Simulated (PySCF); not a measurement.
# Spectroscopy problems

PySCF 2.14.0 with density-fitted response routines calculation with structure optimised with GFN2-xTB and shielding tensors at PBE0/pcSseg-1 (GIAO); isolated molecule, one computed conformer, non-relativistic Hamiltonian, averaged over atoms made equivalent by symmetry, fast rotation or ring inversion.

Scale: 1H (σref 31.72), 13C (σref 186.93) vs TMS (reference shieldings calculated alike). Where no couplings were computed, multiplicities follow the n + 1 count of equivalent neighbours, and m marks all less simple cases (inequivalent or close neighbours, rings, F or P nearby). Shifts are as computed. Against solution values, carbons near 30 ppm lie about +3 ppm off and those near 130 ppm about +5 ppm; carbons on Cl a further +6 ppm. Of 1211 compounds with measured shifts, 218 miss one by over three times the rms of a fit or turn the order of signals round; such compounds aren't used in these exercises. Carbons bonded to Cl come out too deshielded. OH and NH positions are gas-phase values without hydrogen bonding to other molecules.

(1) C₅H₁₁NOSi₂. 1H NMR (300 MHz, computed): δ 6.25 (br s, 1H), 6.01 (br s, 1H), 5.49 (s, 2H), 5.36 (s, 2H), 3.17 (d, 2H), 1.56 (t, 1H), 0.36 (br s, 2H). 13C{1H} NMR (computed): δ 150.6 (C), 135.9 (CH2), 86.3 (C), 78.7 (CH), 29.4 (CH2). What is it?

(2) C₇H₁₁ClO. 1H NMR (500 MHz, computed): δ 1.80 (m, 1H), 1.47 (m, 1H), 1.28 (m, 1H), 1.17 (d, 3H), 1.11 (d, 3H), 1.00 (m, 1H), 0.63 (m, 1H). 13C{1H} NMR (computed): δ 184.7 (C), 42.4 (CH), 38.2 (CH), 33.2 (CH), 24.4 (CH3), 24.2 (CH2), 23.8 (CH3). What is it?

Answers

(1) SMILES C#CCC(=C)[SiH2]O[SiH2]N. The formula gives 3 degrees of unsaturation (no ring in the answer). 5 carbon signals for 5 carbons: no two carbons are equivalent. Carbon types of the structure: 2 × C, 1 × CH, 2 × CH2, leaving 6 H on heteroatoms. δC 150.6: fully substituted alkene carbon; the olefinic region. δC 135.9: terminal =CH2 carbon; the olefinic region. δC 86.3: alkyne carbon; sp carbons lie upfield of alkene carbons because the cylindrical π system leaves one tensor component strongly shielded. δC 78.7: terminal alkyne carbon; the triple bond shields along its axis, which puts it between sp3 and sp2 carbons.

This is the structure that produced the data.

(2) `InChI=1S/C7H11ClO/c1-4(2)5-3-6(5)7(8)9/h4-6H,3H2,1-2H3/t5-,6+/m0/s1`. The formula gives 2 degrees of unsaturation (1 ring in the answer). 7 carbon signals for 7 carbons: no two carbons are equivalent. Carbon types of the structure: 1 × C, 3 × CH, 1 × CH2, 2 × CH3, which accounts for all hydrogens. δC 184.7: carbonyl carbon. δC 38.2: sp3 CH; saturated and bonded to C and H only. δC 24.4, 23.8: methyl carbon; saturated and bonded to C and H only. δH 0.63: hydrogen on an sp3 CH; far from electronegative atoms and π systems.

The data come from this structure; uniqueness wasn't tested.
